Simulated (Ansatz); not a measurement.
Species: CH3F2In (charge 0, singlet). 
Structure (B3LYP-D3(BJ)/def2-TZVP (Ansatz, a quantum-chemistry and plane-wave program) minimum search):
SMILES: [CH3][In]([F])[F]
```xyz
7

C     -2.1257    -0.3006    -0.0888
In    -0.0099    -0.0016    -0.0012
F      1.3667    -1.3918     0.0705
F      0.9272     1.7171     0.0271
H     -2.3239    -1.2561    -0.5666
H     -2.5698     0.5158    -0.6519
H     -2.5105    -0.3042     0.9288
```
Charge 0, spin multiplicity 1.

Dipole moments at this geometry, in debye (magnitudes).

```
level               program  dipole (D)
------------------  -------  ----------
SVWN5/def2-TZVPD     Ansatz           ?
B3LYP/def2-TZVPD     Ansatz        4.81
r2SCANh/def2-TZVPD   Ansatz        4.75
HSE06/def2-TZVPD     Ansatz        4.76
wB97M-V/def2-TZVPD   Ansatz        4.71
CCSD(T)/def2-SVPD    Ansatz           ?
```

What belongs in the gaps?


- SVWN5/def2-TZVPD, dipole (D): 4.76
- CCSD(T)/def2-SVPD, dipole (D): 4.63
